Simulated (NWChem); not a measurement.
Species: HSeF; SMILES F[SeH]

```xyz
3

Se     0.0340     0.3285     0.0000
H     -1.4495     0.4598     0.0000
F      0.0517    -1.4509     0.0000
```
Atoms are numbered in this order, from 1.

Coordinates come from a B3LYP/6-31G* (spherical d) optimisation.

Spin-orbit effects, on the heavy nuclei and on their neighbours, are missing.

Give the principal values of the shielding tensors (ppm) of Se1, F3 from B3LYP/6-311G** (spherical d), GIAO (NWChem), with their diamagnetic and paramagnetic parts as GIAO splits them.


| atom | σ11 | σ22 | σ33 | isotropic | diamagnetic | paramagnetic |
|---|---|---|---|---|---|---|
| Se1 | -3465.1 | 376.5 | 2032.6 | -352.0 | 2994.3 | -3346.2 |
| F3 | 436.8 | 478.6 | 1208.7 | 708.0 | 470.0 | 238.0 |
